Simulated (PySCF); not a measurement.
# Radial density of As⁺ (arsenic, charge +1)

TPSS, [Ar] 3d10 4s2 4p2, high-spin 3P determinant. Calculation: PySCF 2.14, in pcseg-2 (6s5p3d1f, 43 functions); the non-relativistic Hamiltonian (point nucleus).

```json
{"r (bohr)": "0.000894", "4πr²ρ (e/bohr)": "0.2339", "4πr²(ρα − ρβ)": "0.0000"}
{"r (bohr)": "0.00150", "4πr²ρ (e/bohr)": "0.6360", "4πr²(ρα − ρβ)": "0.0000"}
{"r (bohr)": "0.00253", "4πr²ρ (e/bohr)": "1.681", "4πr²(ρα − ρβ)": "0.0000"}
{"r (bohr)": "0.00425", "4πr²ρ (e/bohr)": "4.246", "4πr²(ρα − ρβ)": "-0.0001"}
{"r (bohr)": "0.00715", "4πr²ρ (e/bohr)": "9.919", "4πr²(ρα − ρβ)": "-0.0002"}
{"r (bohr)": "0.0120", "4πr²ρ (e/bohr)": "20.36", "4πr²(ρα − ρβ)": "-0.0001"}
{"r (bohr)": "0.0202", "4πr²ρ (e/bohr)": "33.76", "4πr²(ρα − ρβ)": "0.0013"}
{"r (bohr)": "0.0340", "4πr²ρ (e/bohr)": "40.17", "4πr²(ρα − ρβ)": "0.0090"}
{"r (bohr)": "0.0573", "4πr²ρ (e/bohr)": "33.96", "4πr²(ρα − ρβ)": "0.0342"}
{"r (bohr)": "0.0963", "4πr²ρ (e/bohr)": "38.19", "4πr²(ρα − ρβ)": "0.0677"}
{"r (bohr)": "0.162", "4πr²ρ (e/bohr)": "46.37", "4πr²(ρα − ρβ)": "0.0245"}
{"r (bohr)": "0.273", "4πr²ρ (e/bohr)": "26.44", "4πr²(ρα − ρβ)": "0.0065"}
{"r (bohr)": "0.458", "4πr²ρ (e/bohr)": "30.33", "4πr²(ρα − ρβ)": "0.1484"}
{"r (bohr)": "0.771", "4πr²ρ (e/bohr)": "18.09", "4πr²(ρα − ρβ)": "-0.0112"}
{"r (bohr)": "1.30", "4πr²ρ (e/bohr)": "4.216", "4πr²(ρα − ρβ)": "0.6006"}
{"r (bohr)": "2.18", "4πr²ρ (e/bohr)": "1.981", "4πr²(ρα − ρβ)": "0.9864"}
{"r (bohr)": "3.67", "4πr²ρ (e/bohr)": "0.3111", "4πr²(ρα − ρβ)": "0.2209"}
{"r (bohr)": "6.17", "4πr²ρ (e/bohr)": "0.005516", "4πr²(ρα − ρβ)": "0.0051"}
```

(1) Where is the radial spin density 4πr²(ρα − ρβ) most negative, and why is it negative at all?

Results:

(1) Around r = 0.771 bohr, down to -0.0112 e/bohr: exchange with the open shell polarises the paired shells in an unrestricted calculation.
